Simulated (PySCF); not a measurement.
disilane (H₆Si₂), singlet, geometry from GFN2-xTB. Base run: B3LYP/6-311G** (PySCF).

The PySCF input:
```python
from pyscf import gto, scf, dft

mol = gto.M(
    atom='''
Si    0.01521338   -0.00610543    1.15250795
Si   -0.01521338    0.00610543   -1.15250795
H     0.04345603    1.34492936    1.72063452
H    -1.16031370   -0.66812016    1.72586040
H     1.18472289   -0.70404486    1.69471504
H    -0.01416071   -1.34506118   -1.72102192
H    -1.19948647    0.67873842   -1.69465422
H     1.14578197    0.69355841   -1.72553382
''',
    basis='6-311g**',
    verbose=4,
)

mf = dft.RKS(mol)
mf.xc = 'b3lyp'
mf.kernel()
```

Each row names what was changed in the base input (with any setting that the change needs).

| change | basis functions | E (Eh) | HOMO (eV) | HOMO-LUMO gap (eV) |
|---|---|---|---|---|
| base | 88 | -582.63599 | -8.51 | 8.64 |
| basis = ANO-RCC-VDZP; relativity = spin-free X2C; nucleus = Gaussian (with nucmod='G') | 66 | -583.85470 | -8.42 | 8.60 |
| basis = ANO-RCC-VDZP; relativity = spin-free X2C | 66 | -583.85508 | -8.42 | 8.60 |
| basis = jorge-DZP-DKH; relativity = spin-free X2C | 78 | -583.82694 | -8.48 | 8.71 |
| basis = jorge-DZP-DKH; relativity = none | 78 | -582.45654 | -8.49 | 8.72 |
| basis = x2c-TZVPall; relativity = spin-free X2C; nucleus = Gaussian (with nucmod='G') | 110 | -583.85714 | -8.47 | 8.46 |
| basis = ANO-RCC-VDZP; relativity = none | 66 | -582.37771 | -8.43 | 8.63 |
| basis = x2c-TZVPall; relativity = spin-free X2C | 110 | -583.85750 | -8.47 | 8.46 |
| basis = x2c-TZVPall; relativity = none | 110 | -582.47760 | -8.48 | 8.46 |
| basis = jorge-DZP-DKH; relativity = spin-free X2C; nucleus = Gaussian (with nucmod='G') | 78 | -583.82658 | -8.48 | 8.71 |

Totals shift with the method and basis; they matter in differences.

Basis sets contracted for a relativistic Hamiltonian are a mismatch without it, so the rows without relativity aren't non-relativistic limits. No row has spin-orbit coupling; sets with core potentials leave out the core electrons.
